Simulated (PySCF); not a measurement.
**Radial density of Pb⁺ (lead, charge +1)**

UHF, [Xe] 4f14 5d10 6s2 6p1, 2P determinant. Computed with PySCF 2.14 in x2c-TZVPPall (11s7p6d3f, 83 functions), with scalar relativity by spin-free X2C-1e.

| r (bohr) | 4πr²ρ (e/bohr) | 4πr²(ρα − ρβ) |
| --- | --- | --- |
| 0.0129 | 113.9 | 0.0019 |
| 0.0216 | 101.1 | 0.0057 |
| 0.0364 | 138.4 | 0.0071 |
| 0.0612 | 145.1 | -0.0027 |
| 0.103 | 126.8 | 0.0033 |
| 0.173 | 125.7 | 0.0036 |
| 0.291 | 88.19 | 0.0152 |
| 0.489 | 65.61 | -0.0007 |
| 0.823 | 25.77 | 0.0394 |
| 1.38 | 11.35 | 0.0086 |
| 2.33 | 2.494 | 0.4239 |
| 3.92 | 0.3477 | 0.2023 |
| 6.59 | 0.01462 | 0.0132 |

Densities and radii are taken from the X2C orbitals without a picture-change correction, which distorts them close to the nucleus.

Spin-orbit coupling, absent here, splits the open shell strongly.

Q: Where is the radial spin density 4πr²(ρα − ρβ) most negative, and why is it negative at all?

A: Around r = 0.0612 bohr, down to -0.0027 e/bohr: exchange with the open shell polarises the paired shells in an unrestricted calculation.
